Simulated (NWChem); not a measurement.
System: SiNH3Cl2; SMILES N[SiH](Cl)Cl

NWChem input:

```
start job
memory heap 200 mb stack 900 mb global 1100 mb
geometry units angstroms noautosym nocenter noautoz
  Si     0.305589     0.432997     0.007567
  N      1.896349    -0.173729    -0.131891
  Cl    -0.697156    -0.061021    -1.729632
  Cl    -0.802385    -0.327909     1.599913
  H      0.342004     1.893480     0.189433
  H      2.060452    -1.115866    -0.467749
  H      2.600199     0.110695     0.540461
end
basis spherical
  * library 6-31g*
end
dft
  xc b3lyp
  iterations 150
end
cosmo
  do_cosmo_smd true
  solvent water
end
task dft energy
```

Excerpt of the output:

```
             Northwest Computational Chemistry Package (NWChem) 7.3.0
             --------------------------------------------------------

                             Geometry "geometry" -> ""
                             -------------------------

 Output coordinates in angstroms (scale by  1.889725989 to convert to a.u.)

  No.       Tag          Charge          X              Y              Z
 ---- ---------------- ---------- -------------- -------------- --------------
    1 Si                  14.0000     0.30558900     0.43299700     0.00756700
    2 N                    7.0000     1.89634900    -0.17372900    -0.13189100
    3 Cl                  17.0000    -0.69715600    -0.06102100    -1.72963200
    4 Cl                  17.0000    -0.80238500    -0.32790900     1.59991300
    5 H                    1.0000     0.34200400     1.89348000     0.18943300
    6 H                    1.0000     2.06045200    -1.11586600    -0.46774900
    7 H                    1.0000     2.60019900     0.11069500     0.54046100

 Effective nuclear repulsion energy (a.u.)     274.6733658824

                                 NWChem DFT Module
                                 -----------------

 Summary of "ao basis" -> "ao basis" (spherical)
 ------------------------------------------------------------------------------
       Tag                 Description            Shells   Functions and Types
 ---------------- ------------------------------  ------  ---------------------
 Si                          6-31g*                  8       18   4s3p1d
 N                           6-31g*                  6       14   3s2p1d
 Cl                          6-31g*                  8       18   4s3p1d
 H                           6-31g*                  2        2   2s

 in cosmo_initialize ...
 calling solv_data for solv:h2o

 solvent parameters
 solvname_short: h2o
 solvname_long:  water
 dielec:       78.4000
 dielecinf:     1.7769
 aqueous SMD model solvent descriptors
 dielec:       78.4000
 sola:          0.8200

          ---------------
          -cosmo- solvent
          ---------------
 Cosmo: York-Karplus, doi: 10.1021/jp992097l
 dielectric constant -eps-     =  78.40
 screen = (eps-1)/(eps    )    =   0.98724
 surface charge correction     = lagrangian

   van der Waals surface
 --------------------------

[...]

                                COSMO-SMD solvation results
                                ---------------------------

             internal energy in gas <Psi(g)|H|Psi(g)> =     -1266.560886783182
         internal energy in solvent <Psi(s)|H|Psi(s)> =     -1266.559553420367
                               delta internal energy  =         0.001333362816 (    0.84 kcal/mol)
   total free energy in solvent <Psi(s)|H+V/2|Psi(s)> =     -1266.570899661934
 polarization energy contribution <Psi(s)|V/2|Psi(s)> =        -0.011346241567 (   -7.12 kcal/mol)
    total free energy in solvent including G(SMD-CDS) =     -1266.566732137880
                       G(SMD-CDS) energy contribution =         0.004167524054 (    2.62 kcal/mol)
     1 M fixed-concentration free energy of solvation =        -0.005845354698 (   -3.67 kcal/mol)

                       DFT Final Molecular Orbital Analysis
                       ------------------------------------

 Vector   27  Occ=2.000000D+00  E=-3.274044D-01
              MO Center= -4.5D-01,  7.9D-02, -1.5D-01, r^2= 4.2D+00
   Bfn.  Coefficient  Atom+Function         Bfn.  Coefficient  Atom+Function
  ----- ------------  ---------------      ----- ------------  ---------------
    40      0.412000  3 Cl py                58      0.291387  4 Cl py
    59     -0.282962  4 Cl pz                41     -0.223579  3 Cl pz
    44      0.219424  3 Cl py                70     -0.205229  5 H  s
    57     -0.200962  4 Cl px                62      0.162545  4 Cl py
    36     -0.160716  3 Cl py                39      0.158310  3 Cl px

 Vector   28  Occ=2.000000D+00  E=-3.241777D-01
              MO Center= -5.8D-01, -8.5D-02,  6.5D-01, r^2= 3.7D+00
   Bfn.  Coefficient  Atom+Function         Bfn.  Coefficient  Atom+Function
  ----- ------------  ---------------      ----- ------------  ---------------
    58      0.466273  4 Cl py                59      0.355577  4 Cl pz
    41      0.284407  3 Cl pz                62      0.253447  4 Cl py
    39     -0.218974  3 Cl px                63      0.198475  4 Cl pz
    54     -0.182345  4 Cl py                45      0.155274  3 Cl pz
    70     -0.155402  5 H  s                 55     -0.138780  4 Cl pz

 Vector   29  Occ=2.000000D+00  E=-2.761647D-01
              MO Center=  1.5D+00, -1.2D-01, -3.4D-02, r^2= 2.4D+00
   Bfn.  Coefficient  Atom+Function         Bfn.  Coefficient  Atom+Function
  ----- ------------  ---------------      ----- ------------  ---------------
    23      0.428262  2 N  pz                27      0.356210  2 N  pz
    22     -0.272662  2 N  py                57     -0.267288  4 Cl px
    26     -0.224371  2 N  py                21     -0.176544  2 N  px
    61     -0.159875  4 Cl px                25     -0.151211  2 N  px
    39      0.126525  3 Cl px                13      0.111130  1 Si pz

 Vector   30  Occ=0.000000D+00  E= 1.221858D-02
              MO Center= -2.5D-01,  2.0D-01, -1.7D-01, r^2= 4.0D+00
   Bfn.  Coefficient  Atom+Function         Bfn.  Coefficient  Atom+Function
  ----- ------------  ---------------      ----- ------------  ---------------
    10      0.971093  1 Si s                 11     -0.720112  1 Si px
    42     -0.706015  3 Cl s                 45     -0.578886  3 Cl pz
     6      0.538750  1 Si s                 63      0.445237  4 Cl pz
     7     -0.426980  1 Si px                60     -0.406289  4 Cl s
    12     -0.365679  1 Si py                13     -0.355672  1 Si pz

[...]
```

Level: B3LYP/6-31G* (spherical d), SMD on the gas-phase geometry. Geometry: optimised at B3LYP/6-31G* (spherical d). Solvent: water.
